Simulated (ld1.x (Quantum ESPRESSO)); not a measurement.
## Before and after: TM potential for terbium

- Element: terbium
- Generator: ld1.x (Quantum ESPRESSO) 7.5
- Type: norm-conserving Troullier–Martins (Kleinman–Bylander form)
- Functional: LDA (PZ)
- Relativity: scalar-relativistic
- Frozen core: [Xe] 4f8
- Valence charge: 3
- Reference configuration: 5d1 6s1 6p1
- Partial waves: 6p (bound): rc 3.35 bohr; 5d (bound): rc 2.25 bohr; 6s (bound): rc 2.40 bohr
- Local potential: the s channel
- Core correction: a·sin(br)/r model core inside 2.05 bohr

Change: reference 5d1 6s2 6p0.

Cutoffs: the cutoffs (Ry, on a coarse ladder) from which the occupation-weighted sum of valence levels, in a spherical-Bessel basis at the reference potential, stays within 10 and 1 mRy of its value at 400 Ry; they do not see the model core or the augmentation charge, which bear on the density cutoff. Errors are all-electron minus pseudo energies relative to the spin-unpolarised reference configuration. Spin-polarised tests are left out, since the open f shell is frozen unpolarised in the core.

Problem. What does the change do?

Solution. The potential gets harder (15 Ry and 25 Ry → 15 Ry and 35 Ry); neither file shows a bound ghost.

```csv
quantity,base,changed
"cutoff, loose",15 Ry,15 Ry
"cutoff, tight",25 Ry,35 Ry
bound ghosts,none,none
"largest error over its own tests, meV",-66,-66
s: phases at 3.65 bohr within 0.05 rad from the reference energy up to (Ry; the scan ends near 5),0.2,0.3
p: phases at 3.65 bohr within 0.05 rad from the reference energy up to (Ry; the scan ends near 5),2.3,2.4
d: phases at 3.65 bohr within 0.05 rad from the reference energy up to (Ry; the scan ends near 5),0.8,0.9
```
